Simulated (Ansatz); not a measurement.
C4H8BN, SMILES B1(CC=CC1)N.

Geometry: B3LYP-D3(BJ)/def2-SVP. This is a generated structure with no PubChem entry under its InChIKey; it may be hypothetical. One conformer was computed; it need not be the lowest.

Two levels are set side by side: PBE/def2-SVPD (Ansatz, a program for electronic structure) and CAM-B3LYP/def2-SVPD (Ansatz). Energy differences of separate SCF runs at the same geometry; the states with an electron removed or added have multiplicity 2 and 2. Differences are taken from unrounded values.

| quantity | CAM-B3LYP | PBE | PBE minus CAM-B3LYP |
|---|---|---|---|
| vertical ionisation energy (eV) | 8.80 | 8.50 | -0.30 |
| vertical singlet–triplet gap (eV) | 4.23 | 4.28 | 0.05 |
